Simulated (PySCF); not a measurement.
H₇N₃Sn, SMILES [NH2][SnH]([NH2])[NH2].

The structure is a stationary point at PBE0-D3(BJ)/def2-SVP. The structure was generated by enumeration; whether it is a known compound was not checked. The def2 effective core potentials stand for the cores of Sn; spin–orbit coupling is left out. One conformer was computed; it need not be the lowest.

These are PySCF 2.14.0 with TDDFT-M06-2X/def2-SVPD values and carry that method's errors.

Vertical excitations. 

Task: List the lowest excited states. (The exact figures need the calculation; the answer reports its results.)

Result: 
| state | energy (eV) | λ (nm) | f | main pairs |
|---|---|---|---|---|
| S1 | 6.15 | 202 | 0.049 | HOMO→LUMO 68 % |
| S2 | 6.18 | 201 | 0.072 | HOMO−1→LUMO 73 % |
| S3 | 6.40 | 194 | 0.099 | HOMO−2→LUMO 48 %, HOMO→LUMO+1 19 %, HOMO−2→LUMO+1 8 % |
| S4 | 7.22 | 172 | 0.003 | HOMO→LUMO+1 44 %, HOMO−1→LUMO+1 30 %, HOMO−2→LUMO 11 % |
| S5 | 7.28 | 170 | 0.011 | HOMO−1→LUMO+1 38 %, HOMO−2→LUMO 12 %, HOMO−2→LUMO+1 10 %, HOMO→LUMO+1 8 % |
| S6 | 7.29 | 170 | 0.003 | HOMO→LUMO+2 43 %, HOMO−2→LUMO+1 32 %, HOMO−2→LUMO+2 7 % |
| S7 | 7.41 | 167 | 0.019 | HOMO−1→LUMO+2 23 %, HOMO→LUMO+2 20 %, HOMO−2→LUMO+1 16 %, HOMO→LUMO 9 % |
| S8 | 7.48 | 166 | 0.019 | HOMO−1→LUMO+2 34 %, HOMO−1→LUMO+3 17 %, HOMO−1→LUMO 11 %, HOMO→LUMO+3 9 % |
| S9 | 7.55 | 164 | 0.004 | HOMO−2→LUMO+2 37 %, HOMO→LUMO+3 18 %, HOMO−1→LUMO+3 12 %, HOMO−2→LUMO+1 11 % |
| S10 | 7.62 | 163 | 0.039 | HOMO→LUMO+3 30 %, HOMO−1→LUMO+1 11 %, HOMO→LUMO+2 10 %, HOMO−1→LUMO+3 10 % |
| T1 | 5.65 | 219 | 0 | HOMO→LUMO 34 %, HOMO−1→LUMO 13 %, HOMO→LUMO+2 8 %, HOMO−2→LUMO+1 7 % |
| T2 | 5.73 | 216 | 0 | HOMO−1→LUMO 45 %, HOMO→LUMO 13 %, HOMO−1→LUMO+3 12 %, HOMO−1→LUMO+2 10 % |
| T3 | 5.92 | 209 | 0 | HOMO−2→LUMO 32 %, HOMO→LUMO+1 23 %, HOMO−2→LUMO+3 12 %, HOMO−2→LUMO+1 8 % |
| T4 | 6.85 | 181 | 0 | HOMO−1→LUMO+1 72 % |
Triplets are in the Tamm–Dancoff approximation, which puts them higher than full response would, so one can lie above its singlet here.
